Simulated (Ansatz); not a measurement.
Mulliken charges of BrGeHO (`[OH][Ge][Br]`) from PBE/def2-TZVPP in Ansatz (PBE0-D4/def2-TZVP geometry).

```tsv
atom	x (Å)	y (Å)	z (Å)	charge (e)
O1	-0.885	0.569	-0.516	-0.355
Ge2	-0.674	-0.629	0.771	0.500
Br3	1.689	-0.857	0.675	-0.334
H4	-0.074	0.856	-0.951	0.189
```

Task: By hand: the dipole of these point charges (1 e Å = 4.8032 D).

Result: Σ q r = (-0.601, -0.068, 0.163) e Å, of length 0.626 e Å = 3.01 D.

Task: How does the dipole of the full density compare? (An estimate is asked.)

Result: The calculation gave: (-0.165, 0.027, -0.006) e Å, 0.80 D; the point charges give 3.76 times that, at 23° from its direction.

Point charges leave out the atoms' own dipoles, such as those of lone pairs, and Mulliken's split depends on the basis, so the two needn't agree.
